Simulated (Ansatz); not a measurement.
ethyl methyl carbonate (SMILES CCOC(=O)OC) moved off its minimum; all values from Ansatz (an electronic-structure program), cores frozen in correlated methods.
(charge 0, multiplicity 1)
```xyz
15

C     -3.0563    -0.3204     0.0715
C     -1.8450     0.3967     0.4088
O     -0.4949    -0.3582    -0.1429
C      0.5182     0.2006     0.1000
O      0.6478     1.2016     0.6684
O      1.4934    -0.7277    -0.5349
C      2.8579    -0.2429    -0.2632
H     -3.1415    -1.4530     0.3789
H     -3.8942     0.1334     0.3116
H     -3.0045    -0.4056    -1.2275
H     -1.8832     1.4220    -0.3209
H     -1.7438     0.4720     1.3538
H      3.4428    -0.9898    -0.7346
H      2.9779     0.6984    -0.8077
H      3.0680    -0.1153     0.8833
```

```tsv
level	largest force (eV/Å)	on atom	rms difference from CCSD(T)/aug-cc-pVTZ (eV/Å)	dipole (D)
HF/def2-TZVPP	11.83	O3	0.658	2.62
PBE/def2-TZVPP	12.57	O3	0.228	2.38
r2SCAN/def2-TZVPP	12.18	O3	0.207	2.44
B3LYP/def2-TZVPP	12.15	O3	0.205	2.43
wB97M-V/def2-TZVPP	12.49	O3	0.160	2.50
MP2/aug-cc-pVTZ	12.96	O3	0.080	2.43
CCSD(T)/aug-cc-pVTZ	12.92	O3	0.000	2.39
```

The differences count from one level among others, with limits of its own. Forces at CCSD(T)/aug-cc-pVTZ (eV/Å):

```
atom       Fx      Fy      Fz
----  -------  ------  ------
C1      3.105  -6.540  -6.134
C2      1.815   1.843  -8.943
O3    -12.210  -4.073  -1.138
C4      6.981  -1.697  -1.704
O5      2.384   4.298   2.369
O6      0.455   2.845   2.141
C7     -1.293   0.495   1.232
H8      0.443   2.181  -0.189
H9     -3.976   2.578   1.263
H10    -0.591   0.148   3.625
H11     0.562  -2.459   2.769
H12     1.503   1.292   6.598
H13     0.981  -0.709  -0.079
H14     0.213   0.090   0.382
H15    -0.372  -0.292  -2.191
```
